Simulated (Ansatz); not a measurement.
The cluster Li4⁺ (the lowest doublet isomer of a short search). The state is a doublet with charge 1. Geometry B3LYP/def2-TZVP, basis def2-TZVP, Ansatz.

Cartesian coordinates in Å:
```
Li -0.096 0.824 1.105
Li 1.550 1.964 -1.329
Li -1.552 -1.961 1.331
Li 0.098 -0.827 -1.107
```

```tsv
run	HOMO (eV)	LUMO (eV)
A	-8.95	-3.39
B	-7.07	-5.76
C	-7.97	-5.23
D	-7.00	-6.28
E	-6.74	-6.66
F	-8.37	-5.06
```

The structure comes from a short search, and lower isomers may exist.

HOMO and LUMO are taken over both spins.

Question: The runs used B97M-V, BHLYP, CAM-B3LYP, HF, PBE, r2SCAN. Estimate which is which.

Answer: A HF (100 % exact exchange); B r2SCAN (0 % exact exchange); C BHLYP (50 % exact exchange); D PBE (0 % exact exchange); E B97M-V (0 % exact exchange); F CAM-B3LYP (range-separated). Exact exchange lowers occupied and raises empty levels; among semilocal functionals meta-GGAs tend to open the gap a little, and such runs are hard to tell apart. The gap grows from 0.08 eV (B97M-V) to 5.57 eV (HF). At HF/def2-TZVP the charge 1 doublet is spin-contaminated (final ⟨S²⟩ up to 0.83, 0.75 for a pure state).
